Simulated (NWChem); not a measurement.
# AlH₄ anion; SMILES [AlH4-]

```xyz
5

Al     0.0000     0.0000     0.0000
H     -0.9488     0.9488    -0.9488
H      0.9488    -0.9488    -0.9488
H     -0.9488    -0.9488     0.9488
H      0.9488     0.9488     0.9488
```
Atoms are numbered in this order, from 1.

Computed with NWChem. Sets without diffuse functions describe the anion's extra electron poorly. Coordinates come from a B3LYP/def2-SVPD optimisation. Isotropic indirect couplings, all four terms, static geometry, non-relativistic.

What does the run give for B3LYP/pcJ-1? Quantities: J(27Al atom 1, 1H atom 2) (Hz); J(1H atom 2, 1H atom 3) (Hz).


| Item | Result |
|---|---|
| J(27Al atom 1, 1H atom 2) (Hz) | 182.6 |
| J(1H atom 2, 1H atom 3) (Hz) | 3.5 |
